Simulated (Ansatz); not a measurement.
Born–Oppenheimer molecular dynamics of Cl₂FH₃HfN (8 atoms, charge 0, multiplicity 2). It starts at the highest image of a converged band. Of that band: A vibrational analysis at the climbing image gives no mode beyond 40i cm⁻¹: the surface is too flat there to confirm a saddle point.

Level of theory: UKS PBE-D4/def2-SVP in Ansatz 0.2.0.

* ensemble: NVE (velocity Verlet)
* time step: 0.5 fs
* steps asked: 200
* starting velocities drawn for: 100 K
* seed: 9020

First frame:

```xyz
8
Properties=species:S:1:pos:R:3
Hf -0.017 0.016 -0.441
Cl -0.187 -0.563 3.133
Cl 2.358 -0.021 -0.316
F -1.145 1.504 0.003
N -1.014 -1.698 -0.821
H -2.037 -1.804 -0.810
H -0.603 -2.620 -1.010
H 0.466 0.526 3.412
```

Q: How far do the bonds stretch over the last three quarters of this one trajectory? (Pairs bonded in most of those frames.)

A: 
```json
{"bond": "Hf1–Cl3", "mean (Å)": "2.378", "spread (Å)": "0.003", "shortest": "2.37", "longest": "2.38"}
{"bond": "Hf1–F4", "mean (Å)": "1.919", "spread (Å)": "0.004", "shortest": "1.91", "longest": "1.93"}
{"bond": "Hf1–N5", "mean (Å)": "2.015", "spread (Å)": "0.005", "shortest": "2.01", "longest": "2.02"}
{"bond": "Cl2–H8", "mean (Å)": "1.300", "spread (Å)": "0.006", "shortest": "1.29", "longest": "1.31"}
{"bond": "N5–H6", "mean (Å)": "1.029", "spread (Å)": "0.009", "shortest": "1.01", "longest": "1.04"}
{"bond": "N5–H7", "mean (Å)": "1.029", "spread (Å)": "0.007", "shortest": "1.02", "longest": "1.04"}
```

Mean temperature of the second half: 65 K. The conserved energy stayed within 0.026 meV per atom of its start (net change 0.016 meV per atom), so the integration is sound. A run of 0.1 ps of so small a system gives no equilibrium averages.

Run time: 7.1 min on 4 threads of Arm Neoverse V2, on a shared host, peak memory 0.21 GiB.
